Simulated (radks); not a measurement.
Q: Radial electron density D(r) = 4 pi r^2 rho(r) of an atom or ion with 2 electrons. Calculated with a radial shooting solver on a logarithmic mesh with Libxc functionals: Dirac Kohn-Sham, BLYP, spin-unpolarised, spherical densities, point nucleus.

r (bohr)  D(r) (e/bohr)
0.02504          0.1392
0.03035          0.1958
0.03706          0.2766
0.04491          0.3810
0.05485          0.5242
0.06646          0.7004
0.08118          0.9271
0.09836           1.184
0.1201            1.480
0.1456            1.767
0.1778            2.029
0.2154            2.194
0.2631            2.221
0.3188            2.073
0.3894            1.742
0.4718            1.317
0.5763           0.8764
0.6983           0.5707
0.8529           0.4449
1.033            0.4878
1.262            0.5963
1.529            0.6344
1.868            0.5393
2.263            0.3581
2.765            0.1733
3.35            0.06182
4.091           0.01384
4.957          0.002026
6.055         0.0001513

What is the nuclear charge?

A: Z = 4. The innermost maximum, from 1s, lies near gamma/Z bohr with gamma = sqrt(1 - (Z/c)^2) = 1.000, here 0.25 bohr (found: 0.247), and its height grows with Z. The density is that of the beryllium ion Be2+ in 1s1 2s1; the configuration itself is not fixed sharply by these data. D(r) has 2 maxima, at r = 0.247, 1.48 bohr, and minima at 0.881 bohr, inside which lie 1.03 electrons.
